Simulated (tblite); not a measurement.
Species: C4H8N2O2Si.
SMILES with atom numbers: `[CH2:1]=[N:2][C@@H:3]1[CH2:4][Si@H:5]([C:6]([NH2:7])=[O:8])[O:9]1` (hydrogens: H10, H11 on C1; H12 on C3; H13, H14 on C4; H15 on Si5; H16, H17 on N7)

Computed geometry: GFN2-xTB, gas phase.

**Question.** What internal coordinates does the optimisation give?

**Answer.** 
```csv
bond,length (Å),order
C1=N2,1.253,double
N2–C3,1.403,single
C3–C4,1.537,single
C4–Si5,1.910,single
Si5–C6,1.915,single
C6–N7,1.351,single
C6=O8,1.214,double
Si5–O9,1.659,single
C3–O9,1.446,single
C1–H10,1.091,single
C1–H11,1.080,single
C3–H12,1.094,single
C4–H13,1.086,single
C4–H14,1.083,single
Si5–H15,1.457,single
N7–H16,1.009,single
N7–H17,1.005,single
```

Orders are formal, as drawn. A selection of angles:
```csv
angle,degrees
C1–N2–C3,123.2
N2–C3–C4,112.9
N2–C3–O9,116.0
C4–C3–O9,99.9
C3–C4–Si5,83.7
C4–Si5–C6,120.9
C4–Si5–O9,79.3
C6–Si5–O9,113.2
Si5–C6–N7,116.7
Si5–C6–O8,121.2
N7–C6–O8,122.1
C3–O9–Si5,96.3
H16–N7–C6,119.5
H17–N7–C6,121.2
```

Torsions: C1–N2–C3–C4 115° (anticlinal); N2–C3–C4–Si5 -131° (anticlinal); C3–C4–Si5–C6 117° (anticlinal); C4–Si5–C6–N7 -63° (synclinal); C4–Si5–O9–C3 -6° (synperiplanar); N2–C3–O9–Si5 129° (anticlinal).

The 4-membered ring C3–C4–Si5–O9 has internal angles of 79.3° to 99.9° (sum 359°, against 360° for a flat polygon); it is slightly puckered (a soft mode that the optimisation may not have finished), 0.05 Å rms from its mean plane, widest ring torsion 8°. Of the pairs four or more bonds apart, O9···H10 is among the closest relative to their van der Waals radii: 2.43 Å, 89 % of the sum of Bondi's values. N7 (nitrogen bound to a carbonyl carbon) is planar (angles 121.2°, 119.5° and 118.8°, sum 359.5°, 0.05 Å off the plane of its three neighbours). The 3 C–N bonds span 1.253 Å (C1=N2, drawn double) to 1.403 Å (N2–C3, drawn single), a spread of 0.150 Å. The C–O distances run from 1.214 Å (C6=O8, drawn double) to 1.446 Å (C3–O9, drawn single), a spread of 0.232 Å. Si5 (oxygen-bound silicon) has angles from 79.3° to 120.9°.

Point group: C1 (no symmetry element, even within 0.4 Å). Its GFN2-xTB frequencies are all real (lowest 26 cm⁻¹). One conformer, not necessarily the lowest (C1–N2–C3–C4 115°, C4–Si5–C6–N7 -63°, Si5–C6–N7–H -178° and -6°). 3 starts were optimised and ended at 0.00, 1.42 and 1.43 kcal/mol (GFN2-xTB); the lowest of these is shown.

Hardware: an Intel Xeon 6975P-C with one thread, shared host with 192 logical CPUs at a one-minute load of 54. Cost: 0.67 s wall. That covers the optimisation of the geometry.
